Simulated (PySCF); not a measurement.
Gas-phase reaction: 2 InH + 3 C₄H₁₀ (isobutane) → 2 In(CH₃)₃ + 2 C₃H₇ (n-propyl)

Computed with PySCF and rigid-rotor harmonic-oscillator thermochemistry at 1 bar. † marks an energy on the PBE0/def2-TZVP geometry and frequencies; other levels use their own. CCSD(T) freezes the core. Open shells (unrestricted): C₃H₇ (n-propyl) (multiplicity 2); the rest are closed-shell singlets. B3LYP is the form with VWN-RPA correlation. In: scalar-relativistic def2 core potential, no spin-orbit coupling. No R ln 2 is added for the mirror-image form of C₃H₇ (n-propyl). Methyl groups turn as free rotors in In(CH₃)₃. InH: computed as isolated molecules; such fragments, hydroxides, amides, oligomers or adducts are transient or little studied in the gas. CCSD(T) isn't extrapolated to the basis-set limit. The harmonic model lacks anharmonicity and excited electronic states, which grow with temperature; levels with a mode under 35 cm⁻¹ are left out. Internal rotation in C₄H₁₀ (isobutane), C₃H₇ (n-propyl) is treated as a harmonic vibration of one conformer, which makes the entropy rough. Soft modes under 120 cm⁻¹ make the harmonic entropy rough for In(CH₃)₃.

```
level               ΔE electronic, kJ  ΔH°(298 K), kJ  ΔS°(298 K), J/K  ΔG°(600 K), kJ
------------------  -----------------  --------------  ---------------  --------------
B3LYP/def2-TZVP†                  389             359               24             340
BLYP/def2-TZVP†                   386             355               24             336
CCSD(T)/def2-SVP†                 458             428               24             409
HF/def2-TZVP†                     331             300               24             282
PBE/def2-TZVP†                    369             338               24             320
PBE0/def2-SVP†                    423             392               24             374
PBE0/def2-TZVP                    365             334               24             316
r2SCAN/def2-TZVP†                 325             295               24             276
LDA/def2-TZVP†                    411             380               24             362
ωB97M-V/def2-TZVP†                375             345               24             326
```
ΔH° is lowest at r2SCAN/def2-TZVP† and highest at CCSD(T)/def2-SVP†. No reference value is set beside these.
